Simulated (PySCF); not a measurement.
Vibration and rotation of TlB⁻

UHF-CCSD(T) constants of TlB⁻, ⁴Σ⁻ (quartet), unpaired electrons σ ↑, π ↑↑ (basis Tl aug-cc-pVDZ-PP with ECP60, B aug-cc-pVDZ; scalar-relativistic core potentials; PySCF 2.14; masses 204.9744 and 11.0093 u):

- ωe: 406.4 cm⁻¹
- ωexe: 2.69 cm⁻¹
- Be: 0.29588 cm⁻¹
- αe: 0.00279 cm⁻¹
- D (centrifugal): 6.27e-07 cm⁻¹
- De to Tl⁻ + B: 2.36 eV

(1) Give the vibrational terms G(v) and spacings up to v = 6.

(2) How well does the Morse estimate ωe²/(4ωexe) reproduce De, and what is D0?

Correlated steps freeze 5 core orbitals. Correlated levels converge slowly with the basis: in double zeta they bind strong bonds too weakly, by up to about 1 eV, and carry superposition errors of some tenths. Spin–orbit coupling is left out, which matters for elements this heavy, above all for dissociation energies. For an ion De counts to the pair picked by the measured ionisation energies or electron affinities, which need not be the lowest pair at this level. The state is the lowest determinant that a PBE0 search found; another state may lie lower at other levels.

Answers

(1) G(v) = ωe(v+½) − ωexe(v+½)².

```tsv
v	G(v) (cm⁻¹)	G(v) − G(v−1)	Bv (cm⁻¹)
0	202.5		0.2945
1	603.5	401.0	0.2917
2	999.2	395.6	0.2889
3	1389.4	390.3	0.2861
4	1774.3	384.9	0.2833
5	2153.8	379.5	0.2805
6	2527.9	374.1	0.2777
```

(2) It gives 1.90 eV, 81 % of the computed De. D0 = De − G(0) = 2.36 − 0.03 = 2.33 eV.
